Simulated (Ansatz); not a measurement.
Mulliken charges of `NC1O[SiH2]O1` from r2SCAN/def2-TZVPP in Ansatz (PBE0-D4/def2-TZVP geometry).

```
atom   x (Å)   y (Å)   z (Å)  charge (e)
  N1  -0.705   0.938   1.285      -0.306
  C2   0.307   0.496   0.429       0.399
  O3   0.568  -0.896   0.599      -0.434
 Si4   0.339  -1.110  -1.038       0.647
  O5  -0.014   0.509  -1.000      -0.446
  H6  -0.820   1.941   1.247       0.146
  H7  -1.586   0.475   1.103       0.143
  H8   1.209   1.095   0.585       0.040
  H9  -0.774  -2.018  -1.411      -0.096
 H10   1.559  -1.480  -1.795      -0.093
```

Problem. By hand: the dipole of these point charges (1 e Å = 4.8032 D).

Solution. Σ q r = (-0.052, 0.081, -0.042) e Å, of length 0.105 e Å = 0.50 D.

Problem. How does the dipole of the full density compare? (An estimate is asked.)

Solution. The calculation gave: (-0.148, 0.108, -0.133) e Å, 1.09 D; the point charges give 0.46 times that, at 22° from its direction.

Point charges leave out the atoms' own dipoles, such as those of lone pairs, and Mulliken's split depends on the basis, so the two needn't agree.
